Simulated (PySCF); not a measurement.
# Steps of a relaxation of [PbF3]−

[PbF3]− (singlet; a saddle point, relaxed within its symmetry). PySCF 2.14.0, RKS PBE, Pb def2-SVP with ECP60, F def2-SVP; non-relativistic Hamiltonian with scalar-relativistic core potentials where named; density fitting; no spin-orbit coupling. Origin of the start: template. Columns: position (Å) and force (eV/Å). Energies are counted from the last step; some of the 4 steps are shown. Forces carry noise of the integration grid, about 0.01 to 0.03 eV/Å.

Run from Python with OMP_NUM_THREADS=2. Where DIIS fails, smearing, a level shift and second-order steps follow.
It took 4.9 s on 2 threads of Arm Neoverse V1 (shared host), from the converged density of the start.

```xyz
4
step 0  E = 0.491 eV
Pb    0.0000    0.0000    0.0000    -0.06    0.00    0.00
F     2.0726    0.0000    0.0000     2.45    0.00    0.00
F    -1.0363    1.7949    0.0000    -1.20    2.16    0.00
F    -1.0363   -1.7949    0.0000    -1.20   -2.16    0.00
```

```xyz
4
step 1  E = 0.011 eV
Pb    0.0000    0.0000    0.0000    -0.03    0.00    0.00
F     2.1962    0.0000    0.0000     0.29    0.00    0.00
F    -1.0981    1.9020    0.0000    -0.13    0.28    0.00
F    -1.0981   -1.9020    0.0000    -0.13   -0.28    0.00
```

```xyz
4
step 2  E = 0.001 eV
Pb    0.0000    0.0000    0.0000    -0.02    0.00    0.00
F     2.2136    0.0000    0.0000     0.07    0.00    0.00
F    -1.1068    1.9170    0.0000    -0.02    0.09    0.00
F    -1.1068   -1.9170    0.0000    -0.02   -0.09    0.00
```

Q: Where does the relaxation end?

A: It converges at step 3 in D3h:
```xyz
4
step 3  E = 0
Pb    0.0000    0.0000    0.0000
F     2.2200    0.0000    0.0000
F    -1.1100    1.9226    0.0000
F    -1.1100   -1.9226    0.0000
```

Q: How did the contacts change?

A: 
```tsv
contact	start (Å)	end (Å)
Pb1–F2 (F)	2.073	2.220
Pb1–F3 (F)	2.073	2.220
Pb1–F4 (F)	2.073	2.220
```
